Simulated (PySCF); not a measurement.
PySCF job for FHMgSe, SMILES [F][Mg][SeH], TDA-LC-ωPBE/def2-SVPD. The structure is a stationary point at PBE-D3(BJ)/def2-TZVP. Other conformers were not sampled.

```python
import numpy as np
from pyscf import gto, scf, dft, tdscf

mol = gto.M(
    atom='''
    Mg   -0.00331581    1.22713603    0.00000000
    F     0.00187558    2.99597200    0.00000000
    Se   -0.04175947   -1.19163123    0.00000000
    H     1.44273152   -1.17391866    0.00000000
    ''',
    basis='def2-SVPD',
    charge=0,
    spin=0,
    symmetry=True,
    max_memory=1600,
    verbose=4,
)
mf = dft.RKS(mol, xc='lc_wpbe').density_fit(auxbasis='def2-universal-jkfit')
mf.grids.level = 3
mf.conv_tol = 1e-9
mf.max_cycle = 100
mf.kernel()
mf.grids = dft.Grids(mol).set(level=1).build(with_non0tab=True)  # coarser grid for the response kernel
td = tdscf.TDA(mf)
td.singlet = True
td.nstates = 10
td.conv_tol = 1e-4
td.kernel(x0=td.get_init_guess(mf, 15))
td.analyze()
tt = tdscf.TDA(mf)
tt.singlet = False
tt.nstates = 4
tt.conv_tol = 1e-4
tt.kernel(x0=tt.get_init_guess(mf, 9))
tt.analyze(verbose=3)
```

Output:

```
PySCF version 2.14.0

[INPUT] verbose = 4
[INPUT] num. atoms = 4
[INPUT] num. electrons = 56
[INPUT] charge = 0
[INPUT] spin (= nelec alpha-beta = 2S) = 0
[INPUT] symmetry True subgroup None
[INPUT] Mole.unit = angstrom
[INPUT] Symbol           X                Y                Z      unit          X                Y                Z       unit  Magmom
[INPUT]  1 Mg    -0.003315810000   1.227136030000   0.000000000000 AA   -0.006265972781   2.318951014286   0.000000000000 Bohr   0.0
[INPUT]  2 F      0.001875580000   2.995972000000   0.000000000000 AA    0.003544332525   5.661566556865   0.000000000000 Bohr   0.0
[INPUT]  3 Se    -0.041759470000  -1.191631230000   0.000000000000 AA   -0.078913961407  -2.251856666179   0.000000000000 Bohr   0.0
[INPUT]  4 H      1.442731520000  -1.173918660000   0.000000000000 AA    2.726367444077  -2.218384759916   0.000000000000 Bohr   0.0

nuclear repulsion = 175.691333625479
point group symmetry = Cs
symmetry origin: [ 1.34980437e-09 -4.04941311e-09  0.00000000e+00]
symmetry axis x: [ 1.00000000e+00 -1.85479046e-10  0.00000000e+00]
symmetry axis y: [1.85479046e-10 1.00000000e+00 0.00000000e+00]
symmetry axis z: [0. 0. 1.]
num. orbitals of irrep A' = 65
num. orbitals of irrep A" = 28
number of shells = 37
number of NR pGTOs = 165
number of NR cGTOs = 93
basis = def2-SVPD
ecp = {}


[settings echo left out]
init E= -2700.22985756629
HOMO (A") = -0.328079758050535  LUMO (A') = -0.111955217473739  gap/eV = 5.88105
cycle= 1 E= -2701.1960263654  delta_E= -0.966  |g|= 0.698  |ddm|= 2.34
HOMO (A") = -0.291716269549707  LUMO (A') = -0.00447667118123851  gap/eV = 7.81619
cycle= 2 E= -2701.1755190909  delta_E= 0.0205  |g|= 0.896  |ddm|= 1.05
HOMO (A") = -0.360959506472672  LUMO (A') = -0.00379108890679847  gap/eV = 9.71905
cycle= 3 E= -2701.30074426235  delta_E= -0.125  |g|= 0.0503  |ddm|= 0.491
HOMO (A") = -0.360493731655856  LUMO (A') = 0.00269852535231019  gap/eV = 9.88296
cycle= 4 E= -2701.30199737779  delta_E= -0.00125  |g|= 0.0176  |ddm|= 0.0879
HOMO (A") = -0.356938647957405  LUMO (A') = 0.00360122978287469  gap/eV = 9.81079
cycle= 5 E= -2701.30225531772  delta_E= -0.000258  |g|= 0.00396  |ddm|= 0.0436
HOMO (A") = -0.356844973046613  LUMO (A') = 0.00330535910146645  gap/eV = 9.80019
cycle= 6 E= -2701.30227839081  delta_E= -2.31e-05  |g|= 0.0012  |ddm|= 0.0148
HOMO (A") = -0.356741435957969  LUMO (A') = 0.00328356123822404  gap/eV = 9.79678
cycle= 7 E= -2701.30228025045  delta_E= -1.86e-06  |g|= 0.000336  |ddm|= 0.00455
HOMO (A") = -0.356736137964838  LUMO (A') = 0.00324539856524542  gap/eV = 9.79560
cycle= 8 E= -2701.30228037194  delta_E= -1.21e-07  |g|= 0.000133  |ddm|= 0.00111
HOMO (A") = -0.356759025005197  LUMO (A') = 0.00324509186683608  gap/eV = 9.79621
cycle= 9 E= -2701.30228038085  delta_E= -8.91e-09  |g|= 5.15e-05  |ddm|= 0.000297
HOMO (A") = -0.356750950380779  LUMO (A') = 0.00324780747749065  gap/eV = 9.79607
cycle= 10 E= -2701.30228038627  delta_E= -5.42e-09  |g|= 9.07e-06  |ddm|= 0.000107
HOMO (A") = -0.356749959647126  LUMO (A') = 0.003247658878899  gap/eV = 9.79603
cycle= 11 E= -2701.30228038633  delta_E= -6.05e-11  |g|= 2.44e-06  |ddm|= 2.97e-05
HOMO (A") = -0.356750437812647  LUMO (A') = 0.00324770074291258  gap/eV = 9.79605
Extra cycle  E= -2701.30228038634  delta_E= -1.55e-11  |g|= 1.12e-06  |ddm|= 8.38e-06
converged SCF energy = -2701.30228038634
tot grids = 21336


******** <class 'pyscf.tdscf.rks.TDA'> for <class 'pyscf.df.df_jk.DFSymAdaptedRKS'> ********
nstates = 10 singlet
deg_eia_thresh = 1.000e-03
wfnsym = None
conv_tol = 0.0001
eigh lindep = 1e-12
eigh level_shift = 0
eigh max_cycle = 100


Excitation energies (eV)
[4.86826312 5.64779226 6.23816358 6.26844106 6.75635211 7.32534253
 7.5409557  7.693132   7.70150357 7.74818149]

** Singlet excitation energies and oscillator strengths **
Excited State   1:   A"      4.86826 eV    254.68 nm  f=0.0676
      28 -> 29       -0.67944
      28 -> 39        0.13467
Excited State   2:   A"      5.64779 eV    219.53 nm  f=0.0000
      28 -> 30       -0.34309
      28 -> 32       -0.29835
      28 -> 33        0.46974
      28 -> 35       -0.21797
Excited State   3:   A"      6.23816 eV    198.75 nm  f=0.0000
      28 -> 30        0.48672
      28 -> 32       -0.20987
      28 -> 35       -0.31055
      28 -> 37        0.31315
Excited State   4:   A'      6.26844 eV    197.79 nm  f=0.0993
      27 -> 29        0.57223
      27 -> 39       -0.12129
      28 -> 31       -0.31320
      28 -> 36       -0.16006
      28 -> 38       -0.13115
Excited State   5:   A'      6.75635 eV    183.51 nm  f=0.1642
      27 -> 29       -0.24695
      27 -> 30        0.18330
      27 -> 32        0.23222
      27 -> 33       -0.28082
      27 -> 35        0.16344
      28 -> 31       -0.39295
      28 -> 36       -0.24544
Excited State   6:   A'      7.32534 eV    169.25 nm  f=0.2123
      27 -> 29        0.20970
      27 -> 30        0.47049
      27 -> 33       -0.29327
      27 -> 37        0.12032
      28 -> 31        0.26496
Excited State   7:   A"      7.54096 eV    164.41 nm  f=0.0133
      25 -> 29        0.13821
      27 -> 31        0.33380
      27 -> 36        0.19249
      27 -> 38        0.12392
      28 -> 32        0.37575
      28 -> 33        0.18611
      28 -> 34       -0.27190
      28 -> 35       -0.10782
      28 -> 41       -0.17575
Excited State   8:   A'      7.69313 eV    161.16 nm  f=0.1159
      26 -> 29       -0.44081
      26 -> 32       -0.12615
      27 -> 29        0.14019
      27 -> 30       -0.17994
      27 -> 32        0.19503
      27 -> 33       -0.18426
      27 -> 35        0.23395
      27 -> 37       -0.19021
      28 -> 31        0.16922
Excited State   9:   A"      7.70150 eV    160.99 nm  f=0.0002
      25 -> 29        0.55992
      25 -> 32        0.16265
      27 -> 31        0.15116
      28 -> 32       -0.19126
      28 -> 33       -0.10424
      28 -> 34        0.19637
Excited State  10:   A'      7.74818 eV    160.02 nm  f=0.1288
      26 -> 29        0.47178
      26 -> 32        0.13079
      27 -> 30       -0.27271
      27 -> 32        0.15461
      27 -> 33       -0.11468
      27 -> 35        0.19705
      27 -> 37       -0.19123
      28 -> 31        0.12123

** Transition electric dipole moments (AU) **
state          X           Y           Z        Dip. S.      Osc.
  1         0.0000      0.0000     -0.7526      0.5665      0.0676
  2         0.0000     -0.0000     -0.0151      0.0002      0.0000
  3         0.0000      0.0000      0.0179      0.0003      0.0000
  4         0.0799      0.8000     -0.0000      0.6463      0.0993
  5         0.0979     -0.9912      0.0000      0.9921      0.1642
  6         0.3563      1.0277     -0.0000      1.1832      0.2123
  7         0.0000     -0.0000     -0.2681      0.0719      0.0133
  8         0.0168      0.7840      0.0000      0.6150      0.1159
  9        -0.0000      0.0000     -0.0304      0.0009      0.0002
 10        -0.6193      0.5431      0.0000      0.6784      0.1288

** Transition velocity dipole moments (imaginary part, AU) **
state          X           Y           Z        Dip. S.      Osc.
  1         0.0000      0.0000     -0.1505      0.0226      0.0844
  2         0.0000     -0.0000      0.0495      0.0025      0.0079
  3         0.0000     -0.0000      0.0228      0.0005      0.0015
  4         0.0135      0.1992      0.0000      0.0399      0.1154
  5         0.0177     -0.2207      0.0000      0.0490      0.1316
  6         0.0346      0.1839      0.0000      0.0350      0.0867
  7         0.0000     -0.0000     -0.0903      0.0082      0.0196
  8         0.0231      0.1480      0.0000      0.0224      0.0529
  9        -0.0000      0.0000     -0.0336      0.0011      0.0027
 10        -0.1391      0.1025      0.0000      0.0299      0.0699

** Transition magnetic dipole moments (imaginary part, AU) **
state          X           Y           Z
  1        -0.3525     -0.0567     -0.0000
  2         0.1181      0.4517     -0.0000
  3         0.0288      0.0957      0.0000
  4         0.0000      0.0000     -0.0991
  5        -0.0000      0.0000      0.1328
  6        -0.0000      0.0000     -0.1729
  7         0.2569      0.0796     -0.0000
  8         0.0000      0.0000      1.0389
  9         0.9771     -0.0575      0.0000
 10         0.0000      0.0000     -0.2961


******** <class 'pyscf.tdscf.rks.TDA'> for <class 'pyscf.df.df_jk.DFSymAdaptedRKS'> ********
nstates = 4 triplet
deg_eia_thresh = 1.000e-03
wfnsym = None
conv_tol = 0.0001
eigh lindep = 1e-12
eigh level_shift = 0
eigh max_cycle = 100


Excitation energies (eV)
[4.48842105 5.15136862 5.40528968 6.05211887]

** Triplet excitation energies and oscillator strengths **
Excited State   1:   A"      4.48842 eV    276.23 nm  f=0.0000
Excited State   2:   A"      5.15137 eV    240.68 nm  f=0.0000
Excited State   3:   A'      5.40529 eV    229.38 nm  f=0.0000
Excited State   4:   A'      6.05212 eV    204.86 nm  f=0.0000
```

Self-consistency was reached.
